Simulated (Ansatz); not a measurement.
Program: Ansatz. Geometries: PBE0-D4/def2-TZVP. ΔE: electronic, gas phase. CCSD(T)/CBS is the MP2 limit (def2-TZVPP, def2-QZVPP) plus CCSD(T) − MP2 in def2-TZVPP, frozen cores. Functionals use def2-TZVPP. B3LYP here is the variant with VWN-RPA as its local correlation; programs differ in this. HSE06 is defined as in plane-wave codes. For Se outer-core shells are correlated without core-valence functions, which leaves a few kJ/mol of doubt a bond. Scalar relativity is left out up to krypton. One conformer a species, not always the lowest.

`[OH][AlH][SiH2][SeH]` + `B[SeH]` → `[OH][AlH][BH][SeH]` + `[SiH3][SeH]`  (formal exchange of groups at the Al–Si bond)

```json
{"level": "LDA (SPW92)", "ΔE (kJ/mol)": "24.8", "difference from CCSD(T)/CBS": "3.5"}
{"level": "PBE-D4", "ΔE (kJ/mol)": "26.6", "difference from CCSD(T)/CBS": "5.3"}
{"level": "revPBE-D4", "ΔE (kJ/mol)": "25.9", "difference from CCSD(T)/CBS": "4.6"}
{"level": "r2SCAN-D4", "ΔE (kJ/mol)": "24.3", "difference from CCSD(T)/CBS": "3.0"}
{"level": "B97M-V", "ΔE (kJ/mol)": "24.3", "difference from CCSD(T)/CBS": "3.0"}
{"level": "PBE0-D4", "ΔE (kJ/mol)": "26.8", "difference from CCSD(T)/CBS": "5.5"}
{"level": "B3LYP-D4", "ΔE (kJ/mol)": "24.2", "difference from CCSD(T)/CBS": "2.9"}
{"level": "r2SCANh-D4", "ΔE (kJ/mol)": "24.6", "difference from CCSD(T)/CBS": "3.3"}
{"level": "r2SCAN0-D4", "ΔE (kJ/mol)": "25.1", "difference from CCSD(T)/CBS": "3.8"}
{"level": "HSE06-D4", "ΔE (kJ/mol)": "26.9", "difference from CCSD(T)/CBS": "5.6"}
{"level": "BHLYP-D4", "ΔE (kJ/mol)": "24.8", "difference from CCSD(T)/CBS": "3.5"}
{"level": "CAM-B3LYP-D4", "ΔE (kJ/mol)": "22.8", "difference from CCSD(T)/CBS": "1.5"}
{"level": "ωB97X-V", "ΔE (kJ/mol)": "23.4", "difference from CCSD(T)/CBS": "2.1"}
{"level": "ωB97M-V", "ΔE (kJ/mol)": "20.7", "difference from CCSD(T)/CBS": "-0.6"}
{"level": "B2PLYP", "ΔE (kJ/mol)": "21.9", "difference from CCSD(T)/CBS": "0.6"}
{"level": "PBE-QIDH", "ΔE (kJ/mol)": "24.0", "difference from CCSD(T)/CBS": "2.7"}
{"level": "PBE", "ΔE (kJ/mol)": "25.8", "difference from CCSD(T)/CBS": "4.5"}
{"level": "revPBE", "ΔE (kJ/mol)": "25.8", "difference from CCSD(T)/CBS": "4.5"}
{"level": "BLYP", "ΔE (kJ/mol)": "22.5", "difference from CCSD(T)/CBS": "1.2"}
{"level": "r2SCAN", "ΔE (kJ/mol)": "24.0", "difference from CCSD(T)/CBS": "2.7"}
{"level": "PBE0", "ΔE (kJ/mol)": "26.0", "difference from CCSD(T)/CBS": "4.7"}
{"level": "B3LYP", "ΔE (kJ/mol)": "22.9", "difference from CCSD(T)/CBS": "1.6"}
{"level": "r2SCANh", "ΔE (kJ/mol)": "24.3", "difference from CCSD(T)/CBS": "3.0"}
{"level": "BHLYP", "ΔE (kJ/mol)": "23.0", "difference from CCSD(T)/CBS": "1.7"}
{"level": "CAM-B3LYP", "ΔE (kJ/mol)": "21.8", "difference from CCSD(T)/CBS": "0.5"}
{"level": "LC-ωPBE", "ΔE (kJ/mol)": "24.0", "difference from CCSD(T)/CBS": "2.7"}
{"level": "HF/def2-SVP", "ΔE (kJ/mol)": "21.5", "difference from CCSD(T)/CBS": "0.2"}
{"level": "MP2/def2-SVP", "ΔE (kJ/mol)": "17.7", "difference from CCSD(T)/CBS": "-3.6"}
{"level": "CCSD/def2-SVP", "ΔE (kJ/mol)": "17.8", "difference from CCSD(T)/CBS": "-3.5"}
{"level": "CCSD(T)/def2-SVP", "ΔE (kJ/mol)": "17.0", "difference from CCSD(T)/CBS": "-4.3"}
{"level": "HF/def2-TZVPP", "ΔE (kJ/mol)": "23.0", "difference from CCSD(T)/CBS": "1.7"}
{"level": "MP2/def2-TZVPP", "ΔE (kJ/mol)": "20.7", "difference from CCSD(T)/CBS": "-0.6"}
{"level": "SCS-MP2/def2-TZVPP", "ΔE (kJ/mol)": "19.7", "difference from CCSD(T)/CBS": "-1.6"}
{"level": "CCSD/def2-TZVPP", "ΔE (kJ/mol)": "21.1", "difference from CCSD(T)/CBS": "-0.2"}
{"level": "CCSD(T)/def2-TZVPP", "ΔE (kJ/mol)": "20.6", "difference from CCSD(T)/CBS": "-0.7"}
{"level": "HF/def2-QZVPP", "ΔE (kJ/mol)": "22.7", "difference from CCSD(T)/CBS": "1.4"}
{"level": "MP2/def2-QZVPP", "ΔE (kJ/mol)": "20.9", "difference from CCSD(T)/CBS": "-0.4"}
{"level": "SCS-MP2/def2-QZVPP", "ΔE (kJ/mol)": "20.0", "difference from CCSD(T)/CBS": "-1.3"}
{"level": "HF/CBS(def2)", "ΔE (kJ/mol)": "22.6", "difference from CCSD(T)/CBS": "1.3"}
{"level": "MP2/CBS(def2)", "ΔE (kJ/mol)": "21.3", "difference from CCSD(T)/CBS": "0.0"}
{"level": "CCSD(T)/CBS", "ΔE (kJ/mol)": "21.3", "difference from CCSD(T)/CBS": "0"}
```

Largest T1 diagnostic among the species: 0.014.

Leaving LDA and LC-ωPBE aside and taking each functional with its dispersion term where it has one, the values spread over 6.2 kJ/mol, from ωB97M-V to HSE06-D4. At CCSD(T), def2-SVP lies −4.3 kJ/mol from the extrapolated value and def2-TZVPP −0.7 kJ/mol.
